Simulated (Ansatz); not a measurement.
Ansatz (an electronic-structure program) input:

Ansatz 0.2 input:
```yaml
crystal:
  periodic: [false, false, false]
  atoms:
    - {symbol: Pb, position_ang: [-0.00000000, -0.00000000, -1.35978022]}
    - {symbol: Pb, position_ang: [0.00000000, 0.00000000, 1.32142475]}
    - {symbol: H, position_ang: [0.00000000, 0.00000000, 3.14514853]}
basis:
  gaussian:
    orbitals: def2-TZVPD
hamiltonian:
  xc: {name: SVWN5}
total_charge: -1
output: {forces: true}
```

Problem. Predict the final energy.

Solution. -385.88969 Eh (SVWN5/def2-TZVPD). The basis has 121 functions.

It need not be the lowest isomer of its formula. Whether it binds its extra electron was not tested at this geometry.
